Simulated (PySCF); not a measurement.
A run for PySCF: R-B3LYP/3-21G on CH4BFS (SMILES CSBF).

```python
from pyscf import gto, scf, dft, mp
from pyscf.data.elements import chemcore

mol = gto.M(
    atom='''
    C    -1.22216850    0.00251278    0.24592081
    S    -0.08494638   -0.04221407   -1.18519516
    B     1.52396675   -0.00666796   -0.41485801
    F     1.66144266    0.04061479    0.90975512
    H    -2.23328227   -0.03402981   -0.15238653
    H    -1.05312392   -0.85548701    0.89118709
    H    -1.08540876    0.92161302    0.80966628
    H     2.49352043   -0.02634173   -1.10408961
    ''',
    basis='3-21g',
    charge=0, spin=0, verbose=3, max_memory=1800)
mf = dft.RKS(mol, xc='b3lyp')
mf.conv_tol = 1e-8
mf.max_cycle = 100
mf.kernel()
if not mf.converged:
    mf = mf.newton().run(mf.mo_coeff, mf.mo_occ)
```

Program output:

```
converged SCF energy = -560.619537892642
```

The calculation finished and met its thresholds.

Cost: around 6 core-seconds (rough).
